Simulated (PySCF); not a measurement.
**Correlation energy of Kr³⁴⁺ (krypton, charge +34)**

1s2, closed-shell 1S. Calculation: PySCF 2.14, in an uncontracted even-tempered set (17 s from 50 bohr⁻², ratio 2.2; 7 p from 76 bohr⁻², ratio 2.4; 4 d from 230 bohr⁻², ratio 2.4; 3 f from 340 bohr⁻², ratio 2.4; 3 g from 520 bohr⁻², ratio 2.4); the spin-free X2C one-electron Hamiltonian (Gaussian nucleus). Frozen: nothing; 2 electrons correlated; the 9 highest virtual orbitals of each spin left out.

With two correlated electrons CCSD is exact within the correlated space (frozen core and kept virtual orbitals).

```
level  correlation energy (mhartree)
 CCSD                         -51.35
```

Diagnostics: T1 = 3.3e-06, D1 = 0.0000, largest double amplitude 0.001.

Is a single reference adequate?

Yes, within this model without spin-orbit coupling: T1 lies below 0.03 and no double amplitude reaches 0.07.

At this charge the one-electron X2C treatment keeps the bare 1/r₁₂, with no two-electron picture change or Breit term. That inflates the 1s pair energies well beyond their four-component values; and a scalar Hamiltonian misses the large spin-orbit splitting of the p shells, which matters for ns² → np² pairs.
